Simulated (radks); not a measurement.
All-electron atom: Cu19+ in [Ne]. Calculated with a radial shooting solver on a logarithmic mesh with Libxc functionals: scalar-relativistic Kohn-Sham, r2SCAN, spin-polarised, spherical densities, finite nucleus; meta-GGA in the generalised Kohn-Sham scheme; Fermi nuclear charge, rms radius 3.8823 fm.

Normalised radial functions P(r) = r R(r), r in bohr:

r,1s,2s
0.003761,1.0943,0.3458
0.004557,1.2901,0.4072
0.005566,1.5234,0.4802
0.006744,1.7762,0.5587
0.008171,2.0562,0.6449
0.009981,2.3726,0.7409
0.01209,2.6929,0.8356
0.01465,3.0173,0.9274
0.01775,3.3286,1.0086
0.02169,3.6139,1.0700
0.02628,3.8207,1.0918
0.03184,3.9291,1.0596
0.03889,3.9040,0.9477
0.04712,3.7229,0.7463
0.05709,3.3806,0.4398
0.06917,2.8938,0.0268
0.08449,2.2812,-0.4973
0.1024,1.6630,-1.0451
0.124,1.0941,-1.5656
0.1515,0.6201,-1.9855
0.1836,0.3082,-2.1859
0.2224,0.1277,-2.1376
0.2695,0.0425,-1.8505
0.3292,0.0102,-1.3811
0.3989,0.0019,-0.8917
0.4833,0.0002,-0.4808
0.5903,0.0000,-0.2012
0.7153,0.0000,-0.0671

1s: eigenvalue -9639.2 eV, 0 radial nodes, <r> = 0.0521 bohr, 90 % of the charge inside 0.0931 bohr. 2s: eigenvalue -1792.1 eV, 1 radial node at r = 0.0699 bohr, <r> = 0.231 bohr, 90 % of the charge inside 0.355 bohr.
